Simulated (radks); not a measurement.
Initial-state core-level shifts of neutral copper when its valence configuration changes from [Ar] 3d10 4s1. Calculated with a radial shooting solver on a logarithmic mesh with Libxc functionals: non-relativistic Kohn-Sham, PBE, spin-polarised, spherical densities, point nucleus; open shells are filled with parallel spins first. Shifts are changes of the shell-averaged eigenvalues in eV (positive: less bound); the change of the density at the nucleus, which sets a Mossbauer isomer shift, is in e/bohr^3, on a base of 1.664e+04.

valence               1s       2p       3s       3p  density at nucleus
3d9 4s1 4p1       -7.176   -7.610   -7.223   -7.109              +2.570
3d9 4s2           -5.474   -5.989   -5.513   -5.397              +7.869
3d10 4p1          -2.035   -1.904   -2.045   -2.057              -4.939
3d9.5 4s1 4p0.5   -3.457   -3.639   -3.512   -3.462              +1.179
3d8 4s1 4p2      -15.464  -16.599  -15.243  -14.963              +6.044
3d8 4s2 4p1      -14.267  -15.441  -14.040  -13.767             +13.013
3d8.5 4s2 4p0.5   -9.785  -10.596   -9.739   -9.550             +10.350
3d7 4s1 4p3      -24.797  -26.870  -23.878  -23.405             +10.384
3d9.5 4s1.5       -2.537   -2.770   -2.583   -2.530              +3.564
